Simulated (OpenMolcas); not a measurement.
Rh II: effect of the active space

| Property | Result |
| --- | --- |
| Program | OpenMolcas 26.06 |
| Method | MS-CASPT2 or its RAS form, IPEA 0.25 Eh, imaginary shift 0.1 Eh |
| Basis | ANO-RCC-VTZP |
| Scalar Hamiltonian | DKH2, point nucleus |
| Spin-orbit coupling | state interaction with AMFI integrals over the reference wave functions, term energies averaged over their components |

A. 8 electrons in 6 orbitals (4d 5s); 2S+1 = 5 even, 15 roots (10 in the spin-orbit step); 2S+1 = 3 even, 55 roots; 2S+1 = 1 even, 43 roots; closed shells correlated: 4s 4p; CASPT2 step of the order of 40 core-seconds
B. 8 electrons in 9 orbitals (RAS2 4d 5s; RAS3 5p, at most 2 electrons); 2S+1 = 3 even, 55 roots; 2S+1 = 5 even, 10 roots kept (CI in the orbitals of an earlier block); 2S+1 = 1 even, 50 roots kept (CI in the orbitals of an earlier block); 2S+1 = 3 odd, 21 roots; 2S+1 = 5 odd, 22 roots kept (CI in the orbitals of an earlier block); 2S+1 = 1 odd, 9 roots kept (CI in the orbitals of an earlier block, 0 in the spin-orbit step); closed shells correlated: 4s 4p; CASPT2 step of the order of 7 core-minutes

Energies in cm-1 above 4d8 3F4, the measured ground level; measured values from NIST Handbook of Basic Atomic Spectroscopic Data.

| Level | A | B | Measured |
| --- | --- | --- | --- |
| 4d8 3F4 | 0.0 | 0.0 | 0.0 |
| 4d8 3F3 | 2520 | 2520 | 2401 |
| 4d8 3F2 | 3620 | 3620 | 3581 |
| 4d8 3P2 [64 %] | 7300 | 7310 | 8164 |
| 4d8 3P1 | 9570 | 9530 | 10515 |
| 4d8 3P0 | 9840 | 9800 | 10761 |
| 4d8 1D2 [63 %] | 10800 | 10880 | 11644 |
| 4d8 1G4 | 14260 | 14050 | 14855 |
| 4d7 5s 5F5 | 14970 | 14370 | 16885 |
| 4d7 5s 5F4 | 16580 | 15930 | 18540 |
| 4d7 5s 5F3 | 17850 | 17140 | 19792 |
| 4d7 5s 5F2 | 18710 | 17970 | 20647 |
| 4d7 5s 5F1 | 19250 | 18490 | 21180 |
| 4d7 5s 3F4(1) | 22240 | 22630 | 25377 |
| 4d7 5s 3F3(1) | 24320 | 24700 |  |
| 4d7 5s 5P3 | 26380 | 25630 |  |
| 4d7 5s 5P1 | 27590 | 26850 |  |
| 4d7 5s 3G5 | 29520 | 29760 |  |
| 4d7 5s 3G4 | 30300 | 30570 |  |
| 4d7 5s 3G3 | 31510 | 31700 |  |
| 4d7 5s 3P2(1) [74 %] | 32140 | 32300 |  |
| 4d7 5s 3P0(2) | 33500 | 33880 |  |
| 4d7 5s 3H6 | 33950 | 34220 |  |
| 4d7 5s 3P2(2) [60 %] | 34110 | 34440 |  |

Deviations, from unrounded energies. A percentage is the sum of absolute deviations over the sum of measured energies, with the sign that they share, or ± where signs differ.

```json
{"Against measurement": "mean absolute deviation (cm-1)", "Levels": "13", "A": "1300", "B": "1600"}
{"Against measurement": "fine structure of the ground term (%)", "Levels": "2", "A": "+2.6", "B": "+2.7"}
{"Against measurement": "other terms of the ground configuration (%)", "Levels": "5", "A": "-7.5", "B": "-7.8"}
{"Against measurement": "other configurations (%)", "Levels": "6", "A": "-10.5", "B": "-13.0"}
```

A lies closest to measurement on these levels. The largest miss of A in the table is 4d7 5s 3F4(1), by -3100 cm-1. The ranking rests on the paired levels alone, and a cruder setting can come out closer through cancelling errors.

The two smallest mean deviations differ by little beside CASPT2's spread within terms, so their order carries little weight.

Between A and B the level of the table that moves most is 4d7 5s 5F1, by 760 cm-1 (lowest in B, highest in A). Moves below CASPT2's spread within the term are not significant.

Term energies are means over components that CASPT2 splits; among the terms shown or strongly mixed into the levels shown the widest spread is 1600 cm-1 (4d8 3F, B). Some high roots are left out of the spin-orbit mixing, which shifts the levels that they would mix with. A single d shell beside an s shell can misplace configurations of different d count against each other. The CASPT2 spread within a term exceeds the gap to the next term for 4d7 5s 3P(2) and 4d7 5s 3H, so the order of their levels is uncertain (figures for A; the like holds for B). Terms from blocks run as CI alone lack orbitals of their own (holds for B). Computed and measured levels are paired by configuration, term and J; levels that our copy of the source lacks, or whose pairing is in doubt (as where it misses far off the trend of its configuration), stay unpaired and out of the deviations. Levels of configurations outside the active space are missing. Levels that lie high or do not pair safely by name in every column are left out.

A share in square brackets marks a mixed level and gives the weight of the term that names it, the lowest over the columns. A number in round brackets counts repeated terms of one configuration in the order of the reference energies.
